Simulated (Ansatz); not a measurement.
Au20⁻ (started as a model of: Au20 tetrahedron), relaxed as a doublet with UKS PBE-D4/def2-SVP in Ansatz, starting from a model built from a lattice or polyhedron. Force threshold 0.03 eV/Å.

In the def2 sets Au takes a core potential; there is no spin–orbit coupling. Single mean-field runs in def2-SVP are fitted with def2-universal-jkfit.

Start:

```xyz
20

Au   -4.072    0.873   -2.867
Au   -2.868    1.417   -0.463
Au   -1.643    1.990    1.948
Au   -0.414    2.564    4.356
Au   -1.344    1.089   -2.742
Au   -0.110    1.663   -0.322
Au    1.099    2.210    2.078
Au    1.425    1.286   -2.585
Au    2.608    1.853   -0.224
Au    4.163    1.513   -2.457
Au   -2.591   -1.037   -1.592
Au   -1.362   -0.495    0.839
Au   -0.173    0.060    3.209
Au    0.134   -0.840   -1.462
Au    1.358   -0.286    0.950
Au    2.884   -0.635   -1.305
Au   -1.126   -3.018   -0.285
Au    0.069   -2.461    2.121
Au    1.632   -2.793   -0.172
Au    0.333   -4.951    0.975
```

Estimate the energy that the relaxation releases and the steps that it takes.

2.16 eV, in 6 steps; 82 s on 4 threads of AMD EPYC 7R13 on a shared host and a share (37 GiB) of an NVIDIA H100 80GB HBM3. No frequencies were taken in this run, so the end may be a saddle point.

Does the start keep its bonding and symmetry?

By distances, no bond broke or formed. The bond that changes most is Au12–Au15, from 2.73 to 3.10 Å (atoms count from 1). Point group Td at the start, Cs at the end, both within 0.05 Å.

Predict the relaxed structure.


```xyz
20

Au   -4.0861    0.9163   -2.7902
Au   -2.9540    1.5288   -0.3999
Au   -1.7623    2.0776    1.9506
Au   -0.4934    2.5738    4.2997
Au   -1.3007    1.0748   -2.8878
Au   -0.1425    1.8475   -0.3589
Au    1.2463    2.2488    2.1387
Au    1.3852    1.4265   -2.6888
Au    2.6630    2.0158   -0.1682
Au    4.1679    1.4316   -2.4484
Au   -2.6345   -1.1879   -1.6841
Au   -1.5636   -0.5516    0.9213
Au   -0.0874   -0.0126    3.3433
Au    0.1722   -0.9649   -1.6192
Au    1.5292   -0.3387    1.0600
Au    2.9799   -0.7432   -1.3362
Au   -1.2764   -3.0784   -0.2896
Au    0.0034   -2.4886    2.2351
Au    1.7420   -2.8551   -0.2161
Au    0.4118   -4.9205    0.9386
```
Bond lengths (bridged metal pairs left out): 60 × Au–Au 2.69 to 3.10 Å.
